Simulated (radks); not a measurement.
The table gives one normalised radial function P(r) = r R(r) of Ta0.25+ in [Xe] 4f14 6s2 5d(up 2, down 0.75) (r in bohr). All-electron calculation, scalar-relativistic Kohn-Sham, PBEsol, spin-polarised, spherical densities, finite nucleus; Fermi nuclear charge, rms radius 5.3507 fm. Program: a radial shooting solver on a logarithmic mesh with Libxc functionals.

r	P
0.0009303	0.0000
0.001479	0.0000
0.002334	0.0000
0.003683	0.0000
0.005857	0.0000
0.009241	0.0001
0.0147	0.0003
0.02319	0.0016
0.03659	0.0077
0.05819	0.0342
0.09181	0.1257
0.1449	0.3705
0.2304	0.8187
0.3635	1.2190
0.5781	1.1757
0.9121	0.7458
1.439	0.3132
2.289	0.0786
3.611	0.0105
5.697	0.0005
9.061	0.0000

Which n and l does it have? It may be an empty orbital.

Answer. n = 4, l = 3: the number of nodes gives n - l - 1 = 0, the rise at small r (about r^(l+1), flatter next to the nucleus through relativity) gives l, and the extent must fit the shell. The curve is that of 4f up; the table hardly tells the two spins apart. 4f up: eigenvalue -26.962 eV, 0 radial nodes, <r> = 0.640 bohr, 90 % of the charge inside 1.07 bohr.
